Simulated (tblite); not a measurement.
Input of a run (GFN2-xTB geometry optimisation, gas phase (tblite 0.8.0)), started from a force field or distance geometry:
```
{"job": {"kind": "relax", "xc": "GFN2-xTB", "basis": "xTB"}, "charge": 0, "multiplicity": 1}
C     -2.519600    -0.079000    -0.561500
C     -1.186000     0.058300     0.172800
C     -1.445600     0.671000     1.572700
C     -0.628700    -1.350500     0.355800
O      0.006800    -1.715000     1.361200
Si     0.071900     1.105000    -0.839500
Si     2.215800     0.916100     0.012300
C      2.764900    -0.859800    -0.199300
O      2.255700    -1.545900    -1.084200
O      3.711200    -1.384800     0.604400
H     -2.407600    -0.535800    -1.551600
H     -3.229800    -0.713700     0.001000
H     -3.010900     0.901700    -0.694200
H     -2.138900     0.048100     2.147700
H     -1.907000     1.679800     1.484100
H     -0.541300     0.777700     2.175300
H     -0.767300    -2.048300    -0.481800
H      0.010400     0.666400    -2.259400
H     -0.376500     2.528000    -0.793900
H      3.115400     1.861200    -0.710000
H      2.202200     1.358800     1.447800
H      3.794500    -2.319800     0.329100
```

Output (eV, eV/Å):
```
step      E/eV     max force
  0    -882.71815    2.770
  1    -882.82101    3.253
  2    -882.90865    0.526
  3    -882.92640    0.357
  4    -882.95377    0.405
  5    -882.97006    0.488
  6    -882.99291    0.406
  7    -883.00991    0.299
  8    -883.01880    0.230
  9    -883.02887    0.228
 10    -883.03633    0.229
 11    -883.04377    0.246
 12    -883.05055    0.263
 13    -883.05669    0.221
 14    -883.06098    0.193
 15    -883.06357    0.116
 16    -883.06547    0.141
 17    -883.06734    0.122
 18    -883.06919    0.121
 19    -883.07091    0.121
 20    -883.07254    0.123
 21    -883.07419    0.138
 22    -883.07597    0.108
 23    -883.07792    0.118
 24    -883.08005    0.134
 25    -883.08244    0.130
 26    -883.08509    0.126
 27    -883.08782    0.117
 28    -883.09039    0.149
 29    -883.09282    0.171
 30    -883.09525    0.133
 31    -883.09764    0.115
 32    -883.09973    0.098
 33    -883.10135    0.153
 34    -883.10197    0.333
 35    -883.10397    0.103
 36    -883.10558    0.102
 37    -883.10825    0.146
 38    -883.11008    0.175
 39    -883.11265    0.172
 40    -883.11536    0.126
 41    -883.11828    0.103
 42    -883.12064    0.097
 43    -883.12209    0.139
 44    -883.12232    0.301
 45    -883.12391    0.097
 46    -883.12477    0.066
 47    -883.12638    0.079
 48    -883.12721    0.078
 49    -883.12792    0.066
 50    -883.12848    0.050
 51    -883.12940    0.054
 52    -883.13003    0.057
 53    -883.13067    0.058
 54    -883.13136    0.063
 55    -883.13228    0.063
 56    -883.13338    0.091
 57    -883.13438    0.083
 58    -883.13503    0.041
 59    -883.13546    0.038
 60    -883.13581    0.039
 61    -883.13620    0.046
 62    -883.13662    0.038
 63    -883.13699    0.042
 64    -883.13728    0.039
 65    -883.13751    0.033
 66    -883.13774    0.028
 67    -883.13799    0.037
 68    -883.13828    0.047
 69    -883.13859    0.039
 70    -883.13889    0.067
 71    -883.13917    0.030
 72    -883.13943    0.032
 73    -883.13967    0.039
 74    -883.13996    0.046
 75    -883.14036    0.052
 76    -883.14084    0.046
 77    -883.14130    0.045
 78    -883.14172    0.039
 79    -883.14211    0.046
 80    -883.14254    0.046
 81    -883.14299    0.040
 82    -883.14341    0.042
 83    -883.14383    0.047
 84    -883.14431    0.051
 85    -883.14483    0.068
 86    -883.14532    0.058
 87    -883.14569    0.042
 88    -883.14598    0.060
 89    -883.14624    0.043
 90    -883.14647    0.036
 91    -883.14665    0.027
 92    -883.14678    0.027
 93    -883.14691    0.032
 94    -883.14704    0.028
 95    -883.14717    0.027
 96    -883.14732    0.028
 97    -883.14750    0.032
 98    -883.14771    0.040
 99    -883.14789    0.031
100    -883.14801    0.022
101    -883.14808    0.019
102    -883.14813    0.020
103    -883.14819    0.022
104    -883.14826    0.025
105    -883.14836    0.024
106    -883.14847    0.033
107    -883.14860    0.040
108    -883.14875    0.039
109    -883.14889    0.032
110    -883.14903    0.023
111    -883.14916    0.032
112    -883.14927    0.030
113    -883.14938    0.025
114    -883.14947    0.024
115    -883.14953    0.014
116    -883.14957    0.014
117    -883.14960    0.014
118    -883.14964    0.014
119    -883.14971    0.018
120    -883.14977    0.016
121    -883.14981    0.013
122    -883.14984    0.013
123    -883.14987    0.017
124    -883.14990    0.018
125    -883.14994    0.018
126    -883.14998    0.013
127    -883.15001    0.011
128    -883.15003    0.012
129    -883.15005    0.014
130    -883.15007    0.014
131    -883.15008    0.008
```

Summarise the run.

The energy falls by 10.0 kcal/mol over 131 L-BFGS steps, the largest force on an atom goes from 2.77 to 0.008 eV/Å, and the atoms move by 0.320 Å rms after alignment. The bond that changes most is C2–C4 (sp3 carbon bound to silicon to aldehyde carbon), which shortens by 0.052 Å. Bonds longer at the end by more than 0.005 Å: 3 of 21; shorter: 14. Among the angles that change most is Si6–Si7–H21, from 108.6° to 122.5°. Among the dihedrals that turn most is Si6–C2–C4–H17, from -82° to -120°. The energy never rose by more than 1e-5 eV on the way. The first step brought 24 % of the lowering.

What are the final bond lengths?

C1–C2 1.521 Å, C2–C3 1.532 Å, C2–C4 1.474 Å, C4=O5 1.214 Å, C2–Si6 1.956 Å, Si6–Si7 2.319 Å, Si7–C8 1.913 Å, C8=O9 1.209 Å, C8–O10 1.331 Å, C1–H11 1.088 Å, C1–H12 1.090 Å, C1–H13 1.087 Å, C3–H14 1.090 Å, C3–H15 1.088 Å, C3–H16 1.087 Å, C4–H17 1.105 Å, Si6–H18 1.469 Å, Si6–H19 1.473 Å, Si7–H20 1.479 Å, Si7–H21 1.461 Å, O10–H22 0.974 Å. Numbering counts from 1 in the input's order; the species is `O=C([SiH2][SiH2]C(C=O)(C)C)O`.

Its GFN2-xTB frequencies are all real (lowest 36 cm⁻¹). The numbers are those of one conformer.

These are computed values.
